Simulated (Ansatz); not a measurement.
Basis sets compared for Li₇Sn₂ (the lowest doublet isomer of a short search). Charge 0, multiplicity 2. Geometry B3LYP-D4/def2-SVP. Ansatz on 4 threads of Arm Neoverse N1 on a shared host; times are rough, and most runs start from earlier orbitals.

```xyz
9

Li   -2.750   -0.061    0.995
Li    2.331    0.825    1.564
Li    0.058   -1.100    1.132
Li    0.625   -2.200   -2.134
Li    0.211    0.729   -3.000
Li   -0.534    0.970    3.305
Li   -0.298    1.500    0.304
Sn   -1.356   -0.598   -1.259
Sn    1.713   -0.065   -0.909
```

In the def2 sets Sn takes a core potential; there is no spin–orbit coupling. The structure comes from a short search, and lower isomers may exist.

Binding counts from free atoms (Li doublet, Sn triplet) in the same basis, without a counterpoise term.

```csv
level,functions,energy (Eh),HOMO (eV),LUMO (eV),binding per atom (eV),wall time
PBE-D4/def2-SVP,115,-481.1888,-2.80,-2.34,1.58,7 s
PBE-D4/def2-TZVP,198,-481.2426,-2.89,-2.43,1.54,9.5 s
r2SCAN-D4/def2-TZVP (with forces),198,-481.5235,-3.04,-2.22,1.53,79 s
PBE0-D4/def2-SVP,115,-481.2319,-3.40,-1.69,1.53,13 s
PBE0-D4/def2-TZVP,198,-481.2836,-3.49,-1.80,1.50,19 s
```

**Question.** Estimate the rows for PBE-D4/def2-TZVPD, r2SCAN-D4/def2-TZVPD, PBE0-D4/def2-TZVPD.

**Answer.** 
```
               level  functions  energy (Eh)  HOMO (eV)  LUMO (eV)  binding per atom (eV)  wall time
   PBE-D4/def2-TZVPD        231    -481.2438      -2.89      -2.42                   1.55       16 s
r2SCAN-D4/def2-TZVPD        231    -481.5251      -3.02      -2.21                   1.53       76 s
  PBE0-D4/def2-TZVPD        231    -481.2848      -3.48      -1.80                   1.51       53 s
```
